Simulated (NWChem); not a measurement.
Molecule: C$_{3}$H$_{6}$OSi; SMILES C#CCO[SiH3]

```xyz
11

C      0.3447     3.0738     0.0000
C     -0.0920     1.9454     0.0000
C     -0.6473     0.5941     0.0000
O      0.3683    -0.3721     0.0000
Si     0.0887    -2.0170     0.0000
H      0.7388     4.0734     0.0000
H     -1.3023     0.4855     0.8878
H     -1.3023     0.4855    -0.8878
H      1.4249    -2.6666     0.0000
H     -0.6899    -2.4212     1.2131
H     -0.6899    -2.4212    -1.2131
```
Atoms are numbered in this order, from 1.

All runs: NWChem. Geometry: optimised at PBE0/def2-SVP. Total energies of different functionals are on different scales.

| level | energy (Ha) | highest occupied level (eV) | orbital gap (eV) | dipole (D) |
|---|---|---|---|---|
| PBE/def2-TZVP | -482.2769 | -6.50 | 5.38 | 0.97 |
| B3LYP/def2-TZVP | -482.7018 | -7.56 | 7.14 | 1.05 |
| Hartree-Fock/def2-TZVP | -480.9339 | -10.58 | 13.52 | 1.19 |
| PW6B95/def2-TZVP | -483.1662 | -7.88 | 7.71 | 1.05 |
| BLYP/def2-TZVP | -482.6059 | … | 5.41 | 0.99 |

Q: Some entries are withheld; supply them.

A: 
- BLYP/def2-TZVP, highest occupied level (eV): -6.38
